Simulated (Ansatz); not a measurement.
Reactions of `N=C=C(F)[SiH3]`.

Program: Ansatz. Geometries: PBE0-D4/def2-TZVP. ΔE: electronic, gas phase. CCSD(T)/CBS adds triple-zeta CCSD(T) − MP2 to the extrapolated MP2 energy (def2 sets, frozen cores). This one scheme is used for every species. DFT in def2-TZVPP. For Ge, Se outer-core shells are correlated without core-valence functions, which leaves a few kJ/mol of doubt a bond. Scalar relativity is left out up to krypton. Each species was taken in one conformer, which may not be the lowest.

```tsv
reaction	MP2/CBS(def2) (kcal/mol)	PBE0-D4 (kcal/mol)
`N=C=C(F)[SiH3]` + `[OH][GeH2][OH]` → `[OH][GeH2][O][SiH3]` + `N=C=CF`	-21.8	-19.8
`N=C=C(F)[SiH3]` + H₂Se → `N=C=C([SiH3])[SeH]` + H–F	-30.0	-22.5
`N=C=C(F)[SiH3]` → `N=C=CF` + `[SiH2]`	64.7	62.1
`N=C=C(F)[SiH3]` + `[SiH3][GeH3]` → `[SiH3][GeH2][SiH3]` + `N=C=CF`	-1.7	-3.7
`N=C=C(F)[SiH3]` → `C[SiH]1N=C1F`	-28.5	-24.7
`N=C=C(F)[SiH3]` + `[NH2][GeH3]` → `[SiH3][NH][GeH3]` + `N=C=CF`	-10.2	-8.8
```

Give the CCSD(T)/CBS values in the same order. (Best estimate.)

Computed: -22.0, -24.4, 59.4, -2.6, -25.0, -10.3 kcal/mol.

Largest T1 diagnostic: 0.015, for `N=C=C(F)[SiH3]`.
